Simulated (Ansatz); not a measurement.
NiH2(PF3)2 (NiP2H2F6), relaxed as a singlet with RKS B3LYP-D4/def2-SVP in Ansatz, starting from the GFN2-xTB geometry. Force threshold 0.02 eV/Å.

The restricted singlet is unstable towards broken spin symmetry in Hartree–Fock (as tested in another run); at B3LYP-D4/def2-SVP this wasn't settled. In the singlet, H10 and H11 lie 0.87 Å apart (atoms count from 1), so H2 has formed as a molecule.

Start:

```xyz
11

F     1.9463   -0.1692    0.7811
F     1.7442    2.0347    1.4592
F     1.7453    1.5216   -0.8028
F     0.6890   -1.1385   -1.6346
F    -1.3564   -2.2240   -1.5800
F     0.1148   -2.4434    0.2007
Ni   -1.0867    0.5384    0.3517
P     0.9771    1.0487    0.4921
P    -0.5284   -1.2675   -0.6313
H    -2.5090    0.4527    0.3941
H    -1.7363    1.6464    0.9697
```

```tsv
step	energy (eV)	largest force component (eV/Å)	SCF passes
1	-75937.2818	1.435	43
2	-75937.6365	0.875	23
3	-75937.8276	0.766	29
4	-75938.0061	1.335	29
5	-75938.1079	0.558	23
6	-75938.1181	0.401	23
7	-75938.1323	0.083	22
8	-75938.1329	0.020	23
```

Force components are those of the run's own axes.

End:

```xyz
11

F     2.348    0.212    0.967
F     1.450    2.308    1.660
F     1.850    1.907   -0.673
F     0.511   -1.628   -1.893
F    -1.790   -2.142   -1.548
F    -0.182   -2.731    0.135
Ni   -0.701    0.347    0.226
P     1.146    1.184    0.564
P    -0.586   -1.461   -0.744
H    -2.243    0.671    0.477
H    -1.802    1.333    0.828
```

By distances, no bond broke or formed. The bond that changes most is Ni7–H11, from 1.43 to 1.60 Å (atoms count from 1). A close non-bonded pair moves further: H10–H11, from 1.53 to 0.87 Å.

No frequencies were taken in this run, so the end may be a saddle point.

Run time 27 s (4 threads of Arm Neoverse V2 on a shared host).
